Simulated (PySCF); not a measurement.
# Pr⁴⁹⁺: ionisation energy

Pr⁴⁹⁺ [Ne] (1S) → Pr⁵⁰⁺ [He] 2s2 2p5 (2P), as a difference of total energies. All numbers are calculated (PySCF 2.14, scalar relativity by spin-free X2C-1e, in an uncontracted even-tempered set (19 s from 26 bohr⁻², ratio 2.2; 12 p from 33 bohr⁻², ratio 2.2; 5 d from 140 bohr⁻², ratio 2.4; 5 f from 200 bohr⁻², ratio 2.4; 4 g from 300 bohr⁻², ratio 2.4)). Correlated levels: nothing frozen; virtual orbitals above 40 to 60 times the deepest correlated orbital energy dropped. The calculations carry no spin-orbit coupling.

```tsv
method	ionisation energy (eV)
UHF	9545.3
LDA	9540.9
PBE	9541.8
PBE0	9543.2
r2SCAN	9546.5
PW91	9543.2
MN15	9549.7
MP2 (all electrons)	9547.1
SCS-MP2 (all electrons)	9546.9
```

A first-order spin-orbit estimate (lowest level to lowest level, LS coupling) adds -158.4 eV.

For this ion Breit and QED terms and the two-electron picture change, all absent here, outweigh the differences among the correlated methods.

For comparison: 9378 ± 4 eV (theoretical estimate listed by NIST; NIST Atomic Spectra Database, ionization energies).
